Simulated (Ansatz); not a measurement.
Ansatz (a first-principles code) input file for C₄H₇NSi, SMILES C#CC(=C)[SiH2]N, PBE0-D3(BJ)/def2-SVP. 

Ansatz 0.2 input:
```yaml
crystal:
  periodic: [false, false, false]
  atoms:
    - {symbol: C, position_ang: [-1.20730747, 2.30408920, 0.63020739]}
    - {symbol: C, position_ang: [-1.08933993, 1.10385184, 0.39414463]}
    - {symbol: C, position_ang: [-0.83445704, -0.26083449, 0.07715417]}
    - {symbol: C, position_ang: [-1.71674423, -1.26433162, 0.33043548]}
    - {symbol: Si, position_ang: [0.86307080, -0.62170249, -0.72139708]}
    - {symbol: N, position_ang: [2.26171674, -0.12713091, 0.19531474]}
    - {symbol: H, position_ang: [-1.34643517, 3.35373906, 0.84626373]}
    - {symbol: H, position_ang: [-2.69995933, -1.07594693, 0.79360308]}
    - {symbol: H, position_ang: [-1.47084248, -2.30766128, 0.07334360]}
    - {symbol: H, position_ang: [0.92636057, 0.11547182, -2.02924817]}
    - {symbol: H, position_ang: [0.91696618, -2.11267428, -0.91623633]}
    - {symbol: H, position_ang: [2.44204469, 0.87920349, 0.25796912]}
    - {symbol: H, position_ang: [2.40394907, -0.55503006, 1.11501075]}
basis:
  gaussian:
    orbitals: def2-SVP
hamiltonian:
  xc: pbe0
  dispersion: d3bj
relax: {f_tol: 0.002, max_steps: 200}
```

It prints:

```
WARN ansatz: RAYON_NUM_THREADS=1 ignored (pool sized by the plan → 1); use --threads N
Functional definition: PBE0
integrals: 0.09 GiB planned
1381 factors; integrals over basis functions are off by at most 6.6e-4 eV
mean field: 0.57 GiB planned
mean field evaluation 1: about -13602.4488 eV, gradient 6.0e1 eV
mean field evaluation 2: about -13599.1010 eV, gradient 7.0e1 eV
mean field evaluation 4: about -13610.6927 eV, gradient 3.6e0 eV
mean field evaluation 8: about -13610.7558 eV, gradient 3.6e-1 eV
mean field evaluation 16: about -13610.7562 eV, gradient 2.2e-5 eV
mean field -13610.75616813 eV, -500.1860634770 hartree, gradient 2.3e-5 eV, S^2 0.000000; 0 other end points of the search recorded, 0 dependent functions left out
the calculation of the forces begins
reference -13610.75619891 eV, -500.1860646082 hartree; 26, 26 occupied and 97, 97 virtual orbitals, 1381 factors
relax step   1: F+E_penalty+E_count = -13611.02972135 eV  Δ(F+E_penalty+E_count) = +0.000e0 eV  max|allowed force component| = 1.185e0 eV/Å  Δτ_max = 0.0000 Å  (29 SCF iters, accepted)
these checks for a lower state are left out or cut short: starts, cluster_reference, orbital_swaps, neighbouring_geometries, increment
integrals: 0.09 GiB planned
1381 factors; integrals over basis functions are off by at most 6.4e-4 eV
mean field: 0.57 GiB planned
mean field -13610.77991374 eV, -500.1869361120 hartree, gradient 1.4e-5 eV, S^2 0.000000; 0 other end points of the search recorded, 0 dependent functions left out
the calculation of the forces begins
[...]
mean field -13610.78189620 eV, -500.1870089661 hartree, gradient 1.3e-5 eV, S^2 0.000000; 0 other end points of the search recorded, 0 dependent functions left out
the calculation of the forces begins
reference -13610.78192674 eV, -500.1870100885 hartree; 26, 26 occupied and 97, 97 virtual orbitals, 1381 factors
relax step   4: F+E_penalty+E_count = -13611.05731110 eV  Δ(F+E_penalty+E_count) = -5.494e-4 eV  max|allowed force component| = 3.985e-2 eV/Å  Δτ_max = 0.0180 Å  (33 SCF iters, accepted)
these checks for a lower state are left out or cut short: starts, cluster_reference, orbital_swaps, neighbouring_geometries, increment
integrals: 0.09 GiB planned
1381 factors; integrals over basis functions are off by at most 6.3e-4 eV
mean field: 0.57 GiB planned
mean field -13610.78289196 eV, -500.1870455595 hartree, gradient 1.3e-5 eV, S^2 0.000000; 0 other end points of the search recorded, 0 dependent functions left out
the calculation of the forces begins
reference -13610.78292251 eV, -500.1870466822 hartree; 26, 26 occupied and 97, 97 virtual orbitals, 1381 factors
relax step   5: F+E_penalty+E_count = -13611.05785221 eV  Δ(F+E_penalty+E_count) = -5.411e-4 eV  max|allowed force component| = 4.773e-2 eV/Å  Δτ_max = 0.0217 Å  (33 SCF iters, accepted)
these checks for a lower state are left out or cut short: starts, cluster_reference, orbital_swaps, neighbouring_geometries, increment
integrals: 0.09 GiB planned
1381 factors; integrals over basis functions are off by at most 6.3e-4 eV
mean field: 0.57 GiB planned
mean field -13610.78327610 eV, -500.1870596765 hartree, gradient 2.1e-5 eV, S^2 0.000000; 0 other end points of the search recorded, 0 dependent functions left out
the calculation of the forces begins
reference -13610.78330666 eV, -500.1870607994 hartree; 26, 26 occupied and 97, 97 virtual orbitals, 1381 factors
relax step   6: F+E_penalty+E_count = -13611.05806225 eV  Δ(F+E_penalty+E_count) = -2.100e-4 eV  max|allowed force component| = 2.282e-2 eV/Å  Δτ_max = 0.0141 Å  (25 SCF iters, accepted)
these checks for a lower state are left out or cut short: starts, cluster_reference, orbital_swaps, neighbouring_geometries, increment
integrals: 0.09 GiB planned
1381 factors; integrals over basis functions are off by at most 6.3e-4 eV
mean field: 0.57 GiB planned
mean field -13610.78334677 eV, -500.1870622735 hartree, gradient 1.9e-5 eV, S^2 0.000000; 0 other end points of the search recorded, 0 dependent functions left out
the calculation of the forces begins
reference -13610.78337733 eV, -500.1870633965 hartree; 26, 26 occupied and 97, 97 virtual orbitals, 1381 factors
relax step   7: F+E_penalty+E_count = -13611.05809314 eV  Δ(F+E_penalty+E_count) = -3.089e-5 eV  max|allowed force component| = 1.017e-2 eV/Å  Δτ_max = 0.0055 Å  (24 SCF iters, accepted)
these checks for a lower state are left out or cut short: starts, cluster_reference, orbital_swaps, neighbouring_geometries, increment
integrals: 0.09 GiB planned
1381 factors; integrals over basis functions are off by at most 6.3e-4 eV
mean field: 0.57 GiB planned
mean field evaluation 64: about -13610.7834 eV, gradient 8.8e-6 eV
mean field -13610.78335238 eV, -500.1870624797 hartree, gradient 8.8e-6 eV, S^2 0.000000; 0 other end points of the search recorded, 0 dependent functions left out
the calculation of the forces begins
reference -13610.78338294 eV, -500.1870636025 hartree; 26, 26 occupied and 97, 97 virtual orbitals, 1381 factors
relax step   8: F+E_penalty+E_count = -13611.05811538 eV  Δ(F+E_penalty+E_count) = -2.224e-5 eV  max|allowed force component| = 8.477e-3 eV/Å  Δτ_max = 0.0039 Å  (24 SCF iters, accepted)
these checks for a lower state are left out or cut short: starts, cluster_reference, orbital_swaps, neighbouring_geometries, increment
integrals: 0.09 GiB planned
1381 factors; integrals over basis functions are off by at most 6.3e-4 eV
mean field: 0.57 GiB planned
mean field -13610.78333574 eV, -500.1870618680 hartree, gradient 2.1e-5 eV, S^2 0.000000; 0 other end points of the search recorded, 0 dependent functions left out
the calculation of the forces begins
reference -13610.78336629 eV, -500.1870629909 hartree; 26, 26 occupied and 97, 97 virtual orbitals, 1381 factors
relax step   9: F+E_penalty+E_count = -13611.05811828 eV  Δ(F+E_penalty+E_count) = -2.900e-6 eV  max|allowed force component| = 1.761e-2 eV/Å  Δτ_max = 0.0058 Å  (25 SCF iters, accepted)
these checks for a lower state are left out or cut short: starts, cluster_reference, orbital_swaps, neighbouring_geometries, increment
integrals: 0.09 GiB planned
1381 factors; integrals over basis functions are off by at most 6.3e-4 eV
mean field: 0.57 GiB planned
mean field -13610.78335679 eV, -500.1870626416 hartree, gradient 3.6e-5 eV, S^2 0.000000; 0 other end points of the search recorded, 0 dependent functions left out
the calculation of the forces begins
reference -13610.78338734 eV, -500.1870637643 hartree; 26, 26 occupied and 97, 97 virtual orbitals, 1381 factors
relax step  10: F+E_penalty+E_count = -13611.05813246 eV  Δ(F+E_penalty+E_count) = -1.419e-5 eV  max|allowed force component| = 3.637e-3 eV/Å  Δτ_max = 0.0018 Å  (22 SCF iters, accepted)
these checks for a lower state are left out or cut short: starts, cluster_reference, orbital_swaps, neighbouring_geometries, increment
integrals: 0.09 GiB planned
1381 factors; integrals over basis functions are off by at most 6.3e-4 eV
mean field: 0.57 GiB planned
mean field -13610.78337158 eV, -500.1870631854 hartree, gradient 4.0e-5 eV, S^2 0.000000; 0 other end points of the search recorded, 0 dependent functions left out
the calculation of the forces begins
reference -13610.78340214 eV, -500.1870643082 hartree; 26, 26 occupied and 97, 97 virtual orbitals, 1381 factors
relax step  11: F+E_penalty+E_count = -13611.05813667 eV  Δ(F+E_penalty+E_count) = -4.205e-6 eV  max|allowed force component| = 3.825e-3 eV/Å  Δτ_max = 0.0023 Å  (21 SCF iters, accepted)
these checks for a lower state are left out or cut short: starts, cluster_reference, orbital_swaps, neighbouring_geometries, increment
integrals: 0.09 GiB planned
1381 factors; integrals over basis functions are off by at most 6.3e-4 eV
mean field: 0.57 GiB planned
mean field -13610.78337456 eV, -500.1870632948 hartree, gradient 4.9e-5 eV, S^2 0.000000; 0 other end points of the search recorded, 0 dependent functions left out
the calculation of the forces begins
reference -13610.78340511 eV, -500.1870644176 hartree; 26, 26 occupied and 97, 97 virtual orbitals, 1381 factors
relax step  12: F+E_penalty+E_count = -13611.05813484 eV  Δ(F+E_penalty+E_count) = +1.827e-6 eV  max|allowed force component| = 1.003e-2 eV/Å  Δτ_max = 0.0025 Å  (22 SCF iters, rejected (line search))
these checks for a lower state are left out or cut short: starts, cluster_reference, orbital_swaps, neighbouring_geometries, increment
integrals: 0.09 GiB planned
1381 factors; integrals over basis functions are off by at most 6.3e-4 eV
mean field: 0.57 GiB planned
mean field -13610.78337203 eV, -500.1870632018 hartree, gradient 1.8e-5 eV, S^2 0.000000; 0 other end points of the search recorded, 0 dependent functions left out
the calculation of the forces begins
reference -13610.78340258 eV, -500.1870643246 hartree; 26, 26 occupied and 97, 97 virtual orbitals, 1381 factors
relax step  13: F+E_penalty+E_count = -13611.05813786 eV  Δ(F+E_penalty+E_count) = -1.193e-6 eV  max|allowed force component| = 8.558e-4 eV/Å  Δτ_max = 0.0013 Å  (22 SCF iters, accepted)
these checks for a lower state are left out or cut short: starts, cluster_reference, orbital_swaps, neighbouring_geometries, increment
integrals: 0.09 GiB planned
1381 factors; integrals over basis functions are off by at most 6.3e-4 eV
mean field: 0.57 GiB planned
mean field -13610.78336795 eV, -500.1870630519 hartree, gradient 5.9e-5 eV, S^2 0.000000; 0 other end points of the search recorded, 0 dependent functions left out
the calculation of the forces begins
reference -13610.78339850 eV, -500.1870641747 hartree; 26, 26 occupied and 97, 97 virtual orbitals, 1381 factors
relax step  14: F+E_penalty+E_count = -13611.05813901 eV  Δ(F+E_penalty+E_count) = -1.145e-6 eV  max|allowed force component| = 4.336e-3 eV/Å  Δτ_max = 0.0032 Å  (22 SCF iters, accepted)
these checks for a lower state are left out or cut short: starts, cluster_reference, orbital_swaps, neighbouring_geometries, increment
integrals: 0.09 GiB planned
1381 factors; integrals over basis functions are off by at most 6.3e-4 eV
mean field: 0.57 GiB planned
mean field -13610.78336469 eV, -500.1870629319 hartree, gradient 2.1e-5 eV, S^2 0.000000; 0 other end points of the search recorded, 0 dependent functions left out
the calculation of the forces begins
reference -13610.78339524 eV, -500.1870640547 hartree; 26, 26 occupied and 97, 97 virtual orbitals, 1381 factors
relax step  15: F+E_penalty+E_count = -13611.05813923 eV  Δ(F+E_penalty+E_count) = -2.244e-7 eV  max|allowed force component| = 1.728e-3 eV/Å  Δτ_max = 0.0010 Å  (21 SCF iters, accepted)
integrals: 0.09 GiB planned
1381 factors; integrals over basis functions are off by at most 6.3e-4 eV
mean field: 0.57 GiB planned
mean field evaluation 96: about -13610.7834 eV, gradient 2.1e-5 eV
mean field -13610.78336469 eV, -500.1870629319 hartree, gradient 2.1e-5 eV, S^2 0.000000; 1 other end points of the search recorded, 0 dependent functions left out
the calculation of the forces begins
reference -13610.78339524 eV, -500.1870640547 hartree; 26, 26 occupied and 97, 97 virtual orbitals, 1381 factors
Total energy: -13611.05816978 eV, -500.1971618330 hartree
Atom 0 at    -1.222092     2.285167     0.644921 Å, force     0.000453    -0.001657    -0.000472 eV/Å
Atom 1 at    -1.084298     1.102373     0.399487 Å, force     0.000014     0.001411     0.000104 eV/Å
Atom 2 at    -0.823624    -0.260329     0.075832 Å, force     0.000388     0.000145     0.000433 eV/Å
Atom 3 at    -1.709500    -1.245973     0.317848 Å, force    -0.000641     0.000911    -0.001728 eV/Å
Atom 4 at     0.863217    -0.627970    -0.711189 Å, force     0.000286     0.000015     0.000683 eV/Å
Atom 5 at     2.239179    -0.122309     0.202841 Å, force    -0.000665    -0.000015    -0.000503 eV/Å
Atom 6 at    -1.369718     3.325446     0.867764 Å, force    -0.000123    -0.000190     0.000088 eV/Å
Atom 7 at    -2.687642    -1.050203     0.769374 Å, force    -0.000064    -0.000330     0.000841 eV/Å
Atom 8 at    -1.474909    -2.284301     0.063768 Å, force     0.000384    -0.000375     0.000329 eV/Å
Atom 9 at     0.929275     0.087003    -2.019361 Å, force    -0.000199     0.000099    -0.000218 eV/Å
Atom 10 at     0.907886    -2.110567    -0.891686 Å, force    -0.000046    -0.000005     0.000208 eV/Å
Atom 11 at     2.475461     0.864110     0.210909 Å, force     0.000116    -0.000043     0.000278 eV/Å
Atom 12 at     2.405787    -0.531402     1.116056 Å, force     0.000097     0.000033    -0.000043 eV/Å
Dipole moment:     0.045233     0.064475     0.248379 e Å
```

The run converged.

Cost: very roughly 90 core-seconds.
